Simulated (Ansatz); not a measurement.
Au2, closed-shell singlet (lowest of 2S+1 = 1, 3 at CCSD(T)/def2-TZVPP on PBE0 minima; our sources give no spin for the ground state, which may be another), most abundant isotopes (196.9666 and 196.9666 u). Constants from fifth-degree fits in 1/R to seven points on the lowest solution found; no spin–orbit coupling, no relativity up to Kr; ω_e x_e and α_e move by some per cent with the fit.

Correlated levels freeze the inner cores; with def2 sets outer-core shells near the valence are correlated too. CBS: X⁻³ extrapolation of the correlation energy, Hartree–Fock from the larger set.

Run with Ansatz (Gaussian orbitals). Values without a source in brackets are computed. In def2 rows elements past Kr take small-core potentials, without spin–orbit coupling.

```
level                                r_e (Å)  ω_e (cm⁻¹)  ω_e x_e (cm⁻¹)  α_e (cm⁻¹)
-----------------------------------  -------  ----------  --------------  ----------
PBE/def2-TZVPP                        2.5213       172.5           0.419     7.78e-5
CCSD(T)/CBS(def2-TZVPP, def2-QZVPP)   2.4776       189.2           0.376     7.12e-5
```

**Question.** Derive the rotational constants, the centrifugal constant, the fundamental, the zero-point energy and the force constant.

**Answer.** 
μ = 98.48328 u.
- PBE/def2-TZVPP: B_e = 16.8576/(μ r_e²) = 0.026926 cm⁻¹; B₀ = B_e − α_e/2 = 0.026887 cm⁻¹; D = 4B_e³/ω_e² = 2.62e-09 cm⁻¹; fundamental ω_e − 2ω_e x_e = 172 cm⁻¹; zero-point energy ω_e/2 − ω_e x_e/4 = 86 cm⁻¹; k = μ(2πcω_e)² = 173 N/m
- CCSD(T)/CBS(def2-TZVPP, def2-QZVPP): B_e = 16.8576/(μ r_e²) = 0.027885 cm⁻¹; B₀ = B_e − α_e/2 = 0.027850 cm⁻¹; D = 4B_e³/ω_e² = 2.42e-09 cm⁻¹; fundamental ω_e − 2ω_e x_e = 188 cm⁻¹; zero-point energy ω_e/2 − ω_e x_e/4 = 95 cm⁻¹; k = μ(2πcω_e)² = 208 N/m

Ansatz is a program for electronic structure.
